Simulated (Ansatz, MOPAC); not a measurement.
System: CHF, net charge 0, singlet state. SMILES: [CH]F

Atoms: C1, F2, H3. Bonds: C1-F2, C1-H3.

Bond lengths (Å) and angles (degrees) optimised at PM6 with MOPAC; PM7 with MOPAC; HF/6-31G* with Ansatz (a first-principles code), each started from the B3LYP-D3(BJ)/def2-TZVP structure (Ansatz) of the last column. A row stands for all coordinates that are equal there. 6-31G* holds six Cartesian d functions.

```csv
coordinate,PM6,PM7,HF/6-31G*,B3LYP-D3(BJ)/def2-TZVP
C1-F2,1.287,1.293,1.296,1.310
C1-H3,1.108,1.119,1.104,1.124
F2-C1-H3,108.0,108.8,102.8,102.3
```

Mean signed difference of all 2 bond lengths from B3LYP-D3(BJ)/def2-TZVP: PM6 -0.019 Å, PM7 -0.011 Å, HF/6-31G* -0.017 Å.
